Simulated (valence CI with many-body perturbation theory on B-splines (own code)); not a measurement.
Cr2+: E2, M1 decay

Calculated by valence CI with perturbative core correlation (CI+MBPT): four valence electrons over a frozen Dirac-Fock core [Ar], a basis of 9 s, 9 p, 10 d, 8 f, 5 g, 3 h, 1 i functions for each j, with the one-electron correlation potential Σ1, the two-electron term Σ2, the three-electron term Σ3, Breit, model QED; selected CI, second order for the rest, scaled by the run's own slope (own B-spline code, finite nucleus).

Set against measurement, 62 paired levels are off by 1343 cm⁻¹ on average, the worst by 3236. Among the levels kept, up to 480 cm⁻¹ of a level comes from second order outside the variational space, and about a tenth of that is noise between levels of different J, which matters for small intervals. Only levels of the ground parity were solved; by the run's estimate the other parity begins above the list, which can be wrong where configurations are misplaced.

Lines 51 to 100 of 109 in falling wavelength, among levels below 9.235 eV, chosen from the decays that carry over 1 % of a level's rate. Wavelengths and rates use the calculated energies, so an error of 1000 cm⁻¹ moves a line at 5615 Å by 5.6 % and its rate by three times that or more. Electric multipoles are in the length gauge, E1 and E2 with the static RPA response of the core. S is in atomic units (e²a₀⁴ for E2 and M2, e²a₀⁶ for E3), for M1 in squared Bohr magnetons. Weak lines are less certain than strong ones. Lines between different terms over intervals too small for the method are left out, as are lines whose strength nearly cancels and 11 of this kind that miss the measured wavelength by over 7 %.

Letters in brackets count levels of one name in rising energy.

```tsv
λ vac (Å)	λ from measured levels	Upper	Lower	Type	A (s⁻¹)	S (a.u.)
5615	5716	3d⁴ ³P_2 [a]	3d⁴ ⁵D_3	M1	1.04e-01	3.41e-03
5584	5576	3d⁴ ³F_3 [a]	3d⁴ ⁵D_4	M1	9.82e-03	4.44e-04
5563	5553	3d⁴ ³F_4 [a]	3d⁴ ⁵D_4	M1	1.20e-01	6.87e-03
5534	5526	3d⁴ ³F_2 [a]	3d⁴ ⁵D_3	M1	7.56e-03	2.37e-04
5524	5621	3d⁴ ³P_2 [a]	3d⁴ ⁵D_1	M1	5.80e-03	1.81e-04
5522	5535	3d⁴ ³P_1 [b]	3d⁴ ³D_1	E2	2.48e-01	3.41e+00
5518	5508	3d⁴ ³F_3 [a]	3d⁴ ⁵D_3	M1	6.88e-02	3.00e-03
5497	5486	3d⁴ ³F_4 [a]	3d⁴ ⁵D_3	M1	2.46e-02	1.36e-03
5486	5497	3d⁴ ³P_1 [b]	3d⁴ ³D_3	E2	2.53e-01	3.36e+00
5482	5474	3d⁴ ³F_2 [a]	3d⁴ ⁵D_2	M1	2.87e-02	8.77e-04
5467	5428	3d⁴ ¹F_3	3d⁴ ³F_4 [a]	M1	1.37e-03	5.81e-05
5466	5456	3d⁴ ³F_3 [a]	3d⁴ ⁵D_2	M1	2.59e-02	1.10e-03
5446	5438	3d⁴ ³F_2 [a]	3d⁴ ⁵D_1	M1	1.46e-02	4.38e-04
5018	4932	3d⁴ ³G_4	3d⁴ ⁵D_4	M1	2.09e-03	8.81e-05
5000	4915	3d⁴ ³G_3	3d⁴ ⁵D_3	M1	1.13e-03	3.68e-05
4974	5100	3d⁴ ¹F_3	3d⁴ ³H_5	E2	1.01e-03	1.93e-02
4964	4879	3d⁴ ³G_4	3d⁴ ⁵D_3	M1	5.70e-04	2.33e-05
4958	4873	3d⁴ ³G_3	3d⁴ ⁵D_2	M1	4.68e-04	1.48e-05
4428	4486	3d⁴ ³F_4 [b]	3d⁴ ³G_5	E2	6.98e-01	9.55e+00
4422	4479	3d⁴ ³F_3 [b]	3d⁴ ³G_5	E2	1.54e-01	1.63e+00
4402	4458	3d⁴ ³F_4 [b]	3d⁴ ³G_4	E2	1.98e-01	2.63e+00
4400	4454	3d⁴ ³F_2 [b]	3d⁴ ³G_4	E2	1.83e-01	1.35e+00
4396	4451	3d⁴ ³F_3 [b]	3d⁴ ³G_4	E2	4.99e-01	5.12e+00
4372	4425	3d⁴ ³F_2 [b]	3d⁴ ³G_3	E2	6.41e-01	4.57e+00
4372	4425	3d⁴ ³F_2 [b]	3d⁴ ³G_3	M1	3.56e-02	5.52e-04
4368	4421	3d⁴ ³F_3 [b]	3d⁴ ³G_3	E2	2.29e-01	2.27e+00
4053	4048	3d⁴ ³F_4 [b]	3d⁴ ³F_4 [a]	E2	5.21e-01	4.58e+00
4052	4045	3d⁴ ³F_2 [b]	3d⁴ ³F_4 [a]	E2	4.33e-02	2.11e-01
4048	4042	3d⁴ ³F_3 [b]	3d⁴ ³F_4 [a]	E2	2.82e-01	1.92e+00
4042	4036	3d⁴ ³F_4 [b]	3d⁴ ³F_3 [a]	E2	1.21e-01	1.05e+00
4041	4033	3d⁴ ³F_2 [b]	3d⁴ ³F_3 [a]	E2	3.87e-01	1.86e+00
4037	4030	3d⁴ ³F_3 [b]	3d⁴ ³F_3 [a]	E2	3.47e-01	2.33e+00
4032	4024	3d⁴ ³F_2 [b]	3d⁴ ³F_2 [a]	E2	5.39e-01	2.56e+00
4029	4021	3d⁴ ³F_3 [b]	3d⁴ ³F_2 [a]	E2	1.70e-01	1.13e+00
3997	4023	3d⁴ ³P_2 [b]	3d⁴ ³F_4 [a]	E2	3.77e-02	1.72e-01
3992	3932	3d⁴ ³F_4 [b]	3d⁴ ³P_2 [a]	E2	1.22e-01	9.92e-01
3987	3926	3d⁴ ³F_3 [b]	3d⁴ ³P_2 [a]	E2	4.21e-02	2.65e-01
3964	3976	3d⁴ ³D_3	3d⁴ ⁵D_4	M1	5.70e-02	9.21e-04
3937	3908	3d⁴ ³P_2 [b]	3d⁴ ³P_2 [a]	E2	2.54e-01	1.07e+00
3930	3942	3d⁴ ³D_3	3d⁴ ⁵D_3	M1	1.42e-02	2.24e-04
3922	3933	3d⁴ ³D_2	3d⁴ ⁵D_3	M1	1.37e-02	1.53e-04
3904	3915	3d⁴ ³D_3	3d⁴ ⁵D_2	M1	1.41e-02	2.18e-04
3896	3907	3d⁴ ³D_2	3d⁴ ⁵D_2	M1	2.49e-02	2.73e-04
3887	3826	3d⁴ ³F_2 [b]	3d⁴ ³P_1 [a]	E2	6.41e-02	2.54e-01
3883	3824	3d⁴ ³F_3 [b]	3d⁴ ³P_1 [a]	E2	8.77e-02	4.84e-01
3878	3888	3d⁴ ³D_2	3d⁴ ⁵D_1	M1	2.86e-02	3.09e-04
3868	3878	3d⁴ ³D_1	3d⁴ ⁵D_1	M1	3.23e-02	2.08e-04
3867	3837	3d⁴ ³P_1 [b]	3d⁴ ³P_2 [a]	E2	4.88e-01	1.13e+00
3859	3869	3d⁴ ³D_1	3d⁴ ⁵D_0	M1	3.49e-02	2.23e-04
3836	3806	3d⁴ ³P_2 [b]	3d⁴ ³P_1 [a]	E2	3.35e-01	1.24e+00
```
